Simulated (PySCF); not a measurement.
C5H9B, SMILES C#CB(C)CC.

Coordinates come from a B3LYP-D3(BJ)/def2-SVP optimisation. The structure was generated by enumeration, and PubChem lists no compound with its InChIKey, so it may never have been made. The values are those of a single conformer.

Calculation: ωB97X/def2-TZVP (PySCF).

Gas-phase values at a fixed geometry.

```yaml
total_energy: -220.76855 hartree
highest_occupied_level: -10.10 eV
lowest_empty_level: 0.73 eV
orbital_gap: 10.84 eV
dipole_moment: 0.07 D
quadrupole, principal values (traceless, Buckingham form, about the centre of nuclear charge): -4.51, -1.74, 6.25 D·Å
mean_static_polarisability: 71.5 bohr³ (10.59 Å³)
polarisability_principal_values: 54.1, 70.1, 90.2 bohr³
```
